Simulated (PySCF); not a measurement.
[Fe(SH)4]2-: Fe(II) (d6), charge -2. The structure is a PBE0-D3(BJ)/def2-TZVP, IEF-PCM water geometry optimised for multiplicity 5; coordination tetrahedral, point group C1, metal–donor distances 2.37 Å.

```
9

Fe    0.0000    0.0000    0.0000
S     1.3155    1.3926    1.4023
H     1.7274    0.4756    2.2950
S     1.3080   -1.4163   -1.3869
H     1.7798   -0.5217   -2.2728
S    -1.3001   -1.4183    1.3969
H    -1.6616   -2.3499    0.4974
S    -1.3123    1.3992   -1.4010
H    -1.7500    2.2851   -0.4895
```

Method (PySCF 2.14, density fitting): CASSCF(6,5) with orbitals averaged over all microstates of the shell, strongly contracted NEVPT2 on the averaged canonical orbitals; basis x2c-TZVPall on the metal, x2c-SVPall elsewhere; spin-free X2C; IEF-PCM water; spin-orbit coupling by state interaction with the mean-field operator over all roots.

**Question.** Which term lies lowest, and with what spin?

**Answer.** 5E-like (S = 2, orbital degeneracy 1), with 3.0 electrons in the lower (e-type) set and 3.0 in the upper (t2-type) set, by NEVPT2.

**Question.** Where do the spin-allowed transitions within the shell lie?

**Answer.** By NEVPT2: 5E-like at 2548 cm⁻¹; 5T2-like at 4626 cm⁻¹; 5T2-like at 4752 cm⁻¹; 5T2-like at 6552 cm⁻¹ (1526 nm). The strongest, at 4752 cm⁻¹, has f = 7.1e-05.

**Question.** Which is the lowest state of another spin?

**Answer.** 3T1-like at 17065 cm⁻¹ by NEVPT2; CASSCF alone puts it at 19417 cm⁻¹ above the same ground state.

**Question.** What ligand-field parameters describe the result?

**Answer.** At CASSCF level (the NEVPT2 levels don't fit a ligand-field model well): orbital energies 0, 1639, 3516, 3606, 4826 cm⁻¹; 10Dq = 3163 cm⁻¹ (difference of the means of the two sets); B = 1084 cm⁻¹; C = 4058 cm⁻¹; B over its free-ion value at the same level 0.917; rms of the fit 122 cm⁻¹; ζ = 389 cm⁻¹ (free ion 412).

**Question.** What magnetic behaviour follows?

**Answer.** The ground multiplet follows a spin Hamiltonian with S = 2, g = 2.039, 2.042, 2.111, D = -5.86 cm⁻¹, E/|D| = 0.02 (spin-orbit part alone); the lowest levels hold 100 % of the spin-free ground state. μeff is 5.10 μB at 300 K and 4.83 μB at 10 K; the spin-only value is 4.90 μB.

NEVPT2 lifts 5T2-like from 3186 to 4626 cm⁻¹; on the d shell alone such lifts tend to overshoot. Gaps between spin states lean to high spin in this active space.

The job took 15 s on one thread of Arm Neoverse V2 (shared host), with 140 basis functions and a peak of 0.71 GiB, launched as `OMP_NUM_THREADS=1 python lf_run.py task.json out`.
